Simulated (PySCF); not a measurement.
Field gradients at the hydrogen positions

Species: C₆H₇PS.
Structure used (GFN2-xTB), in Å, numbered top down from 1:
```
atom  x, y, z in Å
C1     2.6161    0.5977    0.6070
C2     2.4516   -0.3626    1.5423
S3     0.9123   -1.1175    1.6096
C4     0.2288   -0.1942    0.3151
C5    -1.1644   -0.4718   -0.0512
C6    -1.5815   -0.3720   -1.4968
C7    -2.0423    0.6588   -0.5252
P8     1.2432    0.9740   -0.4379
H9     3.5514    1.1237    0.4954
H10    3.1914   -0.6990    2.2464
H11   -1.6328   -1.2456    0.5457
H12   -2.2938   -1.0920   -1.8699
H13   -0.8174   -0.0924   -2.2072
H14   -3.0777    0.6626   -0.2200
H15   -1.5897    1.6385   -0.5751
```

Level: PBE0/pcSseg-1 (PySCF, non-relativistic); Q(2H) = 0.00286 b; rigid geometry, the same for H and D, with no vibrational averaging.

**Question.** Rank these positions by the coupling χzz of a deuteron there, largest first.
A. H14 (methylene hydrogen)
B. H13 (methylene hydrogen)
C. H10 (aromatic hydrogen)
D. H11 (methine hydrogen)

**Answer.** C (228 kHz), A (223 kHz), B (219 kHz), D (213 kHz).

**Question.** Tabulate Vzz, the asymmetry η and χzz = 234.96 MHz × Q × Vzz for every hydrogen position.

**Answer.** 
```tsv
atom	bonded to	bond length (Å)	Vzz (au)	η	χzz (kHz)
H9	C1	1.079	0.3347	0.06	225
H10	C2	1.075	0.3388	0.09	228
H11	C5	1.084	0.3172	0.12	213
H12	C6	1.079	0.3321	0.07	223
H13	C6	1.080	0.3255	0.08	219
H14	C7	1.079	0.3318	0.07	223
H15	C7	1.080	0.3250	0.08	218
```

One conformer (not necessarily the lowest) at the GFN2-xTB geometry, without solvent, vibrations or thermal averaging. GFN2-xTB bond lengths can be off by several hundredths of an ångström, more for odd bonds, and the gradients follow them. The small basis limits the accuracy of the gradients.
